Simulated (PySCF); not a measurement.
CH₇GeN, SMILES [GeH2]([CH3])[NH2]. The structure is a stationary point at PBE0-D3(BJ)/def2-SVP. The structure was generated by enumeration, and PubChem lists no compound with its InChIKey, so it may never have been made. The values are those of a single conformer.

The numbers are results of PBE0-D3(BJ)/def2-SVP (PySCF), not measurements.

Harmonic wavenumbers (cm⁻¹): 135, 159, 193, 426, 533, 599, 643, 678, 740, 853, 855, 862, 924, 1250, 1432, 1433, 1553, 2148, 2149, 3060, 3170, 3173, 3569, 3667. Rotational constants (GHz): 13.99, 5.565, 4.412; symmetry number 1.

Problem. Work out the zero-point energy and the ideal-gas rigid-rotor harmonic-oscillator thermochemistry at 298.15 K and 1 atm.

Solution. ZPE = ½ Σ hcν = ½ × 34204 cm⁻¹ = 48.90 kcal/mol. H − E(el) = 53.24 kcal/mol. Entropy in cal/(mol K): translation 39.88, rotation 24.35, vibration 11.23, total 75.46. G − E(el) = 30.74 kcal/mol. Cp = 22.40 cal/(mol K). Modes under 150 cm⁻¹ make the vibrational entropy uncertain.
